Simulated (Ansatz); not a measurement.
Molecule: CSi2, charge 1, multiplicity 2. SMILES of the parent species: C(=[Si])=[Si]

Atoms: Si1, C2, Si3. Bonds: Si1-C2, C2-Si3.

Bond lengths (Å) and angles (degrees) optimised at HF/3-21G with Ansatz (a program for electronic structure); PBE/6-31G* with Ansatz; B3LYP/6-31G* with Ansatz; MP2/6-31G* with Ansatz, each started from the B3LYP-D3(BJ)/def2-TZVP structure (Ansatz) of the last column. A row stands for all coordinates that are equal there. 6-31G* holds six Cartesian d functions. No wavenumbers were computed at PBE/6-31G*, MP2/6-31G*, so these may be saddle points.

```tsv
coordinate	HF/3-21G	PBE/6-31G*	B3LYP/6-31G*	MP2/6-31G*	B3LYP-D3(BJ)/def2-TZVP
Si1-C2	1.778	1.706	1.773	1.766	1.762
Si1-C2-Si3	180.0	180.0	180.0	180.0	180.0
```

Mean signed difference of all 2 bond lengths from B3LYP-D3(BJ)/def2-TZVP: HF/3-21G 0.016 Å, PBE/6-31G* -0.056 Å, B3LYP/6-31G* 0.011 Å, MP2/6-31G* 0.004 Å.
